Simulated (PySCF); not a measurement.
Xenon: a sound run and one with changed settings

Sound run: Xe [Xe], Xe⁺ [Kr] 4d10 5s2 5p5. All numbers are calculated (PySCF 2.14, a scalar-relativistic core potential, in cc-pVDZ-PP with ECP28MDF (4s3p2d, 23 functions)). The sound run starts from symmetry-adapted Hartree-Fock orbitals and uses a fine grid where one is needed.

Changed run: basis STO-3G, all-electron and non-relativistic. This setting is unsound on purpose.

```
species  method  sound run (hartree)  changed run (hartree)  converged
     Xe     UHF           -328.29085            -7162.10421        yes
     Xe     LDA           -328.90611            -7158.02615        yes
     Xe  M06-2X           -329.28517            -7164.54093        yes
    Xe⁺     UHF           -327.86494            -7161.76014        yes
    Xe⁺     LDA           -328.44131            -7157.63413        yes
    Xe⁺  M06-2X           -328.83097            -7164.15566        yes
```

Ionisation energy of Xe:

```csv
method,sound run (eV),changed run (eV)
UHF,11.590,9.363
LDA,12.648,10.667
M06-2X,12.359,10.484
```

A minimal basis cannot let orbitals breathe on ionisation and holds almost no correlation. The Hamiltonian changed with the basis, so the totals do not compare.

For comparison, NIST gives 12.130 eV between the lowest levels.
